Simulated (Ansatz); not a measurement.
Gas-phase electronic energies from Ansatz, PBE0-D4/def2-TZVP geometries. CCSD(T)/CBS is the MP2 limit (def2-TZVPP, def2-QZVPP) plus CCSD(T) − MP2 in def2-TZVPP, frozen cores. DFT in def2-TZVPP. HSE06 is defined as in plane-wave codes. Each species was taken in one conformer, which may not be the lowest.

Consider the substitution at a C–N bond: `CN(C)[SiH3]` + `OBS` → `COBS` + `CN[SiH3]`.

Is it downhill or uphill in electronic energy at CCSD(T)/CBS, and by how much? (An estimate is asked.)

Computed: Uphill: ΔE = +0.24 eV.

What do these levels give: HSE06-D4, B2PLYP, revPBE, BLYP, PBE0, MP2/def2-SVP? (An estimate is asked.)

The calculation gave: HSE06-D4 0.24, B2PLYP 0.19, revPBE 0.18, BLYP 0.13, PBE0 0.22, MP2/def2-SVP 0.31 eV.

Largest T1 diagnostic among the species: 0.013.

Leaving LDA and LC-ωPBE aside and taking each functional with its dispersion term where it has one, the values, not all of them listed here, spread over 0.09 eV, from CAM-B3LYP-D4 to revPBE-D4. LDA lies +0.07 eV from PBE without D4. The D4 term adds +0.05 eV with B3LYP and +0.03 eV with PBE0; it sums over pairs of atoms, weighted by their polarisabilities, and B3LYP, whose exchange is more repulsive, gets the larger term.

B3LYP here is the variant with VWN-RPA as its local correlation; programs differ in this.
